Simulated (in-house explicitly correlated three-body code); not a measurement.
Results of a calculation; reference values are marked as such.
# Taking the two-electron ground state apart, Z = 3.8

A variational code in 260 exponentially correlated functions gives, for two electrons around a point charge Z = 3.8 (non-relativistic, fixed nucleus, atomic units): E = -12.2204611, <1/r> = 3.487776 per electron, <1/r12> = 2.066172. From its density, U = 4.303088 (Hartree energy) and T_s = 12.179242 (kinetic energy of the doubly filled orbital √(n/2)). Further, <r²> = 0.260272 per electron, <r12²> = 0.536788 and <p1·p2> = 0.39414.

Question: Check the virial theorem, and compare with the screened hydrogenic estimate.

Answer: V = −2Z<1/r> + <1/r12> = -26.507098 + 2.066172 = -24.440926, and 2E = -24.440922, so T = −E = 12.220461. A product of 1s orbitals with exponent Z − 5/16 = 3.4875 gives −3.4875² = -12.16266, which is 57.8 millihartree too high.

Question: Find the exchange and correlation energies of density-functional theory.

Answer: For two electrons in one orbital E_x = −U/2 = -2.151544. The potential part of correlation is U_c = <1/r12> − U − E_x = -0.085372, the kinetic part T_c = T − T_s = 0.041219, and E_c = T_c + U_c = -0.044153 hartree. Restricted Hartree-Fock gives -12.176317, so the correlation energy of wave-function theory is -0.044144.

Question: What do the second moments say about angular correlation and diamagnetism?

Answer: From r12² = r1² + r2² − 2 r1·r2, <r1·r2> = <r²> − <r12²>/2 = -0.00812 bohr². It vanishes for a product of s orbitals, and its negative sign shows that the electrons favour opposite sides of the nucleus. The Langevin susceptibility is −0.79199e-6 × 2<r²> = -0.4123e-6 cm³/mol.

Question: How does a model nuclear mass of 7.6 u change the ionisation energy, to first order in m/M (1 hartree = 27.211386 eV)?

Answer: m/M = 1/(7.6 × 1822.8885) = 7.21816e-05. With a fixed nucleus the second electron is bound by −Z²/2 − E = 5.000461 hartree = 136.0695 eV. The reduced mass scales this by 1 − m/M, a change of -9.822 meV. The mass-polarisation term raises the two-electron state by (m/M)<p1·p2> = 28.45 microhartree, a further -0.774 meV. The sum is 136.0589 eV, before relativistic and QED terms.
